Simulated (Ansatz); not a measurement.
`ClB[SeH]` and `[SiH3]BCl` differ in one atom or group.

Ansatz, PBE0-D4/def2-TZVP geometries, multiplicity 1. Each molecule was computed in one conformer, which needn't be the lowest.

Scalar relativity is left out up to krypton.

```json
{"property": "HOMO energy (B3LYP/def2-TZVPP) / eV", "`ClB[SeH]`": "-7.57"}
{"property": "HOMO–LUMO gap (ωB97M-V/def2-TZVPP) / eV", "`ClB[SeH]`": "10.47"}
{"property": "LUMO energy (ωB97M-V/def2-TZVPP) / eV", "`ClB[SeH]`": "0.56"}
{"property": "LUMO energy (PBE0/def2-TZVPP) / eV", "`ClB[SeH]`": "-1.44"}
{"property": "size of the dipole moment (B3LYP/def2-TZVPP) / D", "`ClB[SeH]`": "1.24"}
{"property": "HOMO energy (PBE0/def2-TZVPP) / eV", "`ClB[SeH]`": "-7.82"}
```

Task: Give the same properties after the change, and the shifts. (Estimate.)

Result: The calculation gave: 
```json
{"property": "HOMO energy (B3LYP/def2-TZVPP) / eV", "`[SiH3]BCl`": "-7.79", "shift": "-0.22"}
{"property": "HOMO–LUMO gap (ωB97M-V/def2-TZVPP) / eV", "`[SiH3]BCl`": "9.90", "shift": "-0.57"}
{"property": "LUMO energy (ωB97M-V/def2-TZVPP) / eV", "`[SiH3]BCl`": "-0.25", "shift": "-0.81"}
{"property": "LUMO energy (PBE0/def2-TZVPP) / eV", "`[SiH3]BCl`": "-2.28", "shift": "-0.84"}
{"property": "size of the dipole moment (B3LYP/def2-TZVPP) / D", "`[SiH3]BCl`": "0.35", "shift": "-0.89"}
{"property": "HOMO energy (PBE0/def2-TZVPP) / eV", "`[SiH3]BCl`": "-7.99", "shift": "-0.17"}
```

With PBE0 the HOMO falls by 0.17 eV and the LUMO falls by 0.84 eV, so the gap narrows by about 0.67 eV. PBE moves the HOMO by -0.02 eV and ωB97M-V by -0.23 eV. The zero-point energy changes by 40.3 kJ/mol with +6 modes. Dipoles are sizes alone; their direction can turn.

B3LYP here is the variant with VWN-RPA as its local correlation; programs differ in this.

Spin–orbit coupling is left out; it splits and shifts lone-pair levels of the heavy atoms by tenths of an eV.
